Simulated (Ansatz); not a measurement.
All numbers were calculated with Ansatz.

Basis-set series for `[Cl][SbH2]`. Charge 0, multiplicity 1. Sb takes the def2 core potential. The geometry is a stationary point of PBE0-D4/def2-TZVP.

```
functional       basis  functions  energy (Eh)  HOMO (eV)  LUMO (eV)
   PBE0-D4    def2-SVP         54   -701.37002      -7.53      -1.50
   PBE0-D4  def2-TZVPP        120   -701.54319      -7.69      -1.69
   ωB97M-V    def2-SVP         54   -701.44483      -9.58       0.48
   ωB97M-V  def2-TZVPP        120   -701.61830      -9.78       0.13
```

Give the rows for def2-QZVPP. (Estimate.)

The calculation gave: 
```json
{"functional": "PBE0-D4", "basis": "def2-QZVPP", "functions": "212", "energy (Eh)": "-701.55942", "HOMO (eV)": "-7.72", "LUMO (eV)": "-1.76"}
{"functional": "ωB97M-V", "basis": "def2-QZVPP", "functions": "212", "energy (Eh)": "-701.63424", "HOMO (eV)": "-9.82", "LUMO (eV)": "-0.01"}
```

Positive LUMOs are unbound and depend on the basis.
